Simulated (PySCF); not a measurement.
TiI3, SMILES [I][Ti]([I])[I] (connectivity only; charge and spin as stated), neutral, multiplicity 2. Atoms are numbered in the order given.

```xyz
4

Ti     0.0000     0.0000     0.0000
I      2.5494     0.0000     0.0000
I     -1.2747    -2.2079     0.0000
I     -1.2747     2.2079     0.0000
```
Charge 0, spin multiplicity 2.

Geometry: PBE0-D3(BJ)/def2-SVP. The spin state was assumed, not searched. The isomer is the one that the SMILES or the coordinates give; other isomers of the formula were not compared. The def2 effective core potentials stand for the cores of I; spin–orbit coupling is left out.

Method: PySCF with ωB97X/def2-TZVP.

ESP charges are fitted to the potential on shells at 1.4 to 2.0 van der Waals radii. Atomic charges (e):

```json
[
 {"atom": "Ti1", "ESP fit": "0.24", "Löwdin": "-0.68", "Mulliken": "?", "Mulliken spin": "1.08"},
 {"atom": "I2", "ESP fit": "-0.08", "Löwdin": "0.23", "Mulliken": "?", "Mulliken spin": "-0.03"},
 {"atom": "I3", "ESP fit": "-0.08", "Löwdin": "0.23", "Mulliken": "?", "Mulliken spin": "-0.03"},
 {"atom": "I4", "ESP fit": "-0.08", "Löwdin": "0.23", "Mulliken": "?", "Mulliken spin": "-0.03"}
]
```

Question: What belongs in the gaps? (Estimate from the structure and the level; the computed values follow.)

Answer: 
- Ti1, Mulliken: 0.75
- I2, Mulliken: -0.25
- I3, Mulliken: -0.25
- I4, Mulliken: -0.25
